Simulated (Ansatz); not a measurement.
Reaction (ligand exchange at a Cd–Cl bond): `[SiH3][O][Cd][Cl]` + `O[SiH3]` → `[SiH3][O][Cd][O][SiH3]` + HCl

Isolated molecules relaxed with PBE0-D4/def2-TZVP in Ansatz; ΔE leaves out vibrations. CCSD(T)/CBS adds triple-zeta CCSD(T) − MP2 to the extrapolated MP2 energy (def2 sets, frozen cores). This one scheme is used for every species. DFT in def2-TZVPP. Elements past krypton have def2 core potentials. For Cd outer-core shells are correlated without core-valence functions, which leaves a few kJ/mol of doubt a bond. One conformer a species, not always the lowest.

Q: Is it downhill or uphill in electronic energy at CCSD(T)/CBS, and by how much? (An estimate is asked.)

A: Computed: Uphill: ΔE = +0.98 eV.

Q: What do these levels give: revPBE, BHLYP, MP2/def2-SVP, HF/def2-QZVPP, MP2/def2-QZVPP, MP2/CBS(def2)? (An estimate is asked.)

A: Ansatz gave: revPBE 0.98, BHLYP 1.08, MP2/def2-SVP 0.85, HF/def2-QZVPP 1.17, MP2/def2-QZVPP 0.94, MP2/CBS(def2) 0.98 eV.

Largest T1 diagnostic among the species: 0.015.

The D4 term adds −0.04 eV with B3LYP and −0.02 eV with PBE0; it sums over pairs of atoms, weighted by their polarisabilities, and B3LYP, whose exchange is more repulsive, gets the larger term. From BLYP to BHLYP (50 % exact exchange), in def2-TZVPP and without D4, ΔE moves by +0.14 eV. In def2-TZVPP, CCSD(T) changes the Hartree–Fock value by −0.29 eV (the triples alone add −0.04 eV) and MP2 by −0.29 eV.

B3LYP here is the variant with VWN-RPA as its local correlation; programs differ in this.
